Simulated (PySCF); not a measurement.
# Correlation energy of F (fluorine, neutral)

[He] 2s2 2p5, 2P determinant. All numbers are calculated (PySCF 2.14, no relativity, point nucleus, in aug-cc-pwCVDZ). Frozen: 1s2; 7 electrons correlated.

```json
{"level": "CCSD", "correlation energy (mhartree)": "-174.53"}
{"level": "(T)", "correlation energy (mhartree)": "-2.59"}
{"level": "CCSD(T)", "correlation energy (mhartree)": "-177.12"}
{"level": "CCSDT", "correlation energy (mhartree)": "-177.32"}
```

Diagnostics: T1 = 0.0095, D1 = 0.0155, largest double amplitude 0.038.

Cost of the coupled-cluster step: about 0.3 core-seconds, for 7 correlated electrons.

Iterations:

```
CC2 = 0
CCSD nocc = (np.int64(4), np.int64(3)), nmo = (26, 26)
frozen orbitals [[0], [0]]
max_cycle = 100
direct = 0
conv_tol = 1e-08
conv_tol_normt = 1e-06
diis_space = 8
diis_start_cycle = 0
Init t2, MP2 energy = -0.163442939276946
Init E_corr(UCCSD) = -0.163442939277874
cycle = 1  E_corr(UCCSD) = -0.171137123059054  dE = -0.00769418378  norm(t1,t2) = 0.0338775
cycle = 2  E_corr(UCCSD) = -0.173618169299127  dE = -0.00248104624  norm(t1,t2) = 0.0091267
cycle = 3  E_corr(UCCSD) = -0.174226733978314  dE = -0.000608564679  norm(t1,t2) = 0.0049523
cycle = 4  E_corr(UCCSD) = -0.174560469647812  dE = -0.000333735669  norm(t1,t2) = 0.00199825
cycle = 5  E_corr(UCCSD) = -0.174517522200622  dE = 4.29474472e-05  norm(t1,t2) = 0.000802201
cycle = 6  E_corr(UCCSD) = -0.174532743175184  dE = -1.52209746e-05  norm(t1,t2) = 0.000164867
cycle = 7  E_corr(UCCSD) = -0.174535090225343  dE = -2.34705016e-06  norm(t1,t2) = 3.96803e-05
cycle = 8  E_corr(UCCSD) = -0.174534634614754  dE = 4.5561059e-07  norm(t1,t2) = 1.05766e-05
cycle = 9  E_corr(UCCSD) = -0.174534545545395  dE = 8.90693587e-08  norm(t1,t2) = 2.99612e-06
cycle = 10  E_corr(UCCSD) = -0.174534546499208  dE = -9.53813029e-10  norm(t1,t2) = 7.76994e-07
UCCSD converged
E(UCCSD) = -99.55566982619661  E_corr = -0.1745345464992081
UCCSD(T) correction = -0.00258856850088911
```
